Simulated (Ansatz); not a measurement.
CH6OSSi can be A, `OC[SiH2]S`, or B, `C[SiH](O)S`.

Program: Ansatz. Geometries: PBE0-D4/def2-TZVP. ΔE: electronic, gas phase. CCSD(T)/CBS adds triple-zeta CCSD(T) − MP2 to the extrapolated MP2 energy (def2 sets, frozen cores). DFT in def2-TZVPP. Each species was taken in one conformer, which may not be the lowest.

Task: Which is lower in electronic energy at CCSD(T)/CBS, and by how much? (An estimate is asked.)

Result: Ansatz gave: B, by 52.9 kcal/mol.

Task: Give E(B) − E(A) in kcal/mol with B2PLYP, PBE-D4, CCSD/def2-TZVPP, MP2/def2-TZVPP, CCSD(T)/def2-SVP, CCSD(T)/def2-TZVPP, ωB97M-V. (Best estimate.)

Result: The calculation gave: B2PLYP -52.7, PBE-D4 -49.7, CCSD/def2-TZVPP -52.4, MP2/def2-TZVPP -54.5, CCSD(T)/def2-SVP -46.1, CCSD(T)/def2-TZVPP -52.3, ωB97M-V -52.3. None reverses the order clearly.

Task: Does the order hold for the free energy at 298.15 K (harmonic terms from PBE0-D4)? (Estimate.)

Result: Computed: Yes: G(B) − G(A) = -51.9 kcal/mol, for one conformer each.

Largest T1 diagnostic: 0.011.

Leaving LDA and LC-ωPBE aside and taking each functional with its dispersion term where it has one, the values, not all of them listed here, spread over 4.6 kcal/mol, from B97M-V to revPBE-D4. From BLYP to BHLYP (50 % exact exchange), in def2-TZVPP and without D4, E(B) − E(A) moves by −2.4 kcal/mol.
